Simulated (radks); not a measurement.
Values are calculated unless marked as measured or tabulated.
Spherical quantum dot in the effective-mass picture: electrons in a parabolic well V = omega^2 r^2 / 2 with omega = 0.63, with a point charge +2 (a donor) at the centre, all in effective atomic units (hartree* = m*/eps^2 hartree, bohr* = eps/m* bohr), one dielectric constant everywhere. Level of theory: non-relativistic Kohn-Sham, PBE, spin-polarised, spherical densities (a radial shooting solver with Libxc functionals). Levels are named by radial order and angular momentum (1s, 1p, 1d, 2s, ...), and open shells are averaged over m. Each electron was tried in the lowest free levels, single moves between levels near the top were tried too, and the lowest total energy was kept; such a search can miss a lower state. Give the order in which the levels fill up to N = 29, the shell closures and the spin along the way.

Answer. Shells are first occupied in the order 1s, 1p, 2s, 1d, 1f, 2p. Open shells at each N (closed shells left out): 1: 1s(up 1, down 0); 2: none; 3: 1p(up 1, down 0); 4: 1p(up 2, down 0); 5: 1p(up 3, down 0); 6: 1p(up 3, down 1); 7: 1p(up 3, down 2); 8: none; 9: 2s(up 1, down 0); 10: none; 11: 1d(up 1, down 0); 12: 1d(up 2, down 0); 13: 1d(up 3, down 0); 14: 1d(up 4, down 0); 15: 1d(up 5, down 0); 16: 1d(up 5, down 1); 17: 1d(up 5, down 2); 18: 1d(up 5, down 3); 19: 1d(up 5, down 4); 20: none; 21: 1f(up 1, down 0); 22: 1f(up 2, down 0); 23: 1f(up 3, down 0); 24: 1f(up 4, down 0); 25: 1f(up 5, down 0); 26: 1f(up 6, down 0); 27: 1f(up 7, down 0); 28: 1f(up 7, down 0) 2p(up 1, down 0); 29: 1f(up 7, down 0) 2p(up 2, down 0). All shells are closed at N = 2, 8, 10, 20 (there: 1s2 1p6 1d10 2s2). Largest 2S: 9, at N = 29.
